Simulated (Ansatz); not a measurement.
Born–Oppenheimer molecular dynamics of AlBH$_{6}$O$_{2}$ (10 atoms, charge 0, multiplicity 1). It starts at the highest image of a converged band, a first-order saddle point between two minima.

Computed with RKS B3LYP/6-31G* (Ansatz 0.2.0).

```
ensemble                      : NVE (velocity Verlet)
time step                     : 0.5 fs
steps asked                   : 200
starting velocities drawn for : 300 K
seed                          : 3767
```

First frame:

```xyz
10
Properties=species:S:1:pos:R:3
B 0.009 0.573 0.524
O -0.385 -0.647 1.435
H -1.044 -1.213 0.998
H 1.260 0.746 0.606
H -0.368 0.475 -0.609
O -0.654 1.539 1.452
Al 0.950 2.237 1.863
H 1.612 1.717 3.203
H 1.383 3.536 1.075
H -0.862 0.331 1.917
```

Problem. How far do the bonds stretch over the last three quarters of this one trajectory? (Pairs bonded in most of those frames.)

Solution. 
```
  bond  mean (Å)  spread (Å)  shortest  longest
 B1–H4     1.259       0.037      1.19     1.33
 B1–H5     1.202       0.010      1.18     1.22
 B1–O6     1.362       0.046      1.29     1.45
B1–Al7     2.350       0.060      2.20     2.44
 O2–H3     0.974       0.025      0.93     1.02
O2–H10     0.976       0.032      0.93     1.04
O6–Al7     1.786       0.041      1.71     1.85
Al7–H8     1.585       0.007      1.57     1.60
Al7–H9     1.583       0.021      1.55     1.62
```

Mean temperature of the second half: 430 K. The conserved energy stayed within 0.14 meV per atom of its start (net change 0.013 meV per atom), so the integration is sound. The kinetic energy rose, since the run started high on the potential surface and went downhill. It ends in pieces (AlBH4O + H2O), so much of that is their flight and rotation, not heat. A run of 0.1 ps of so small a system gives no equilibrium averages. The orbitals stay closed-shell, which can raise the energy where a bond breaks towards radicals; this wasn't checked here.

The run took 3.9 min on 1 thread of AMD EPYC 9R45 96-Core Processor (Zen 5), with other jobs on the host, peak memory 0.16 GiB.
